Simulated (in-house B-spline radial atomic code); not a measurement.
The numbers below are computed, except where a source is named.
**Extrapolating the RPA correlation energy in partial waves: the aluminium ion Al⁺**

All-electron RPA on PBE0 orbitals from a B-spline radial code for spherical atoms, non-relativistic, point nucleus, configuration [Ne] 3s2. With empty states up to angular momentum L the sums are:

```
L  E_c(L) (hartree)
3         -0.619420
4         -0.653212
5         -0.666671
```

For large l each further wave adds A/(l + 1/2)⁴, because the basis must build the cusp where two electrons meet.

Question: Estimate the limit from L = 4 and L = 5.

Answer: Wave 5 adds -0.013459, against a sum of (l + 1/2)⁻⁴ of 1.09282e-03, so A = -12.316. The sum over l > 5 is ζ(4, 6.5) = 1.5223e-03, close to 1/(3 × 6³) = 1.5432e-03. The tail is -0.018748 and the limit -0.68542 hartree.

Question: How good is the estimate?

Answer: A run to L = 11 sums to -0.68088 and extrapolates to -0.68262 hartree, 0.08 millihartree from the run before. The estimate differs from that by -2.80 millihartree, while the bare sum at L = 5 misses 15.9 millihartree (2.3 %).
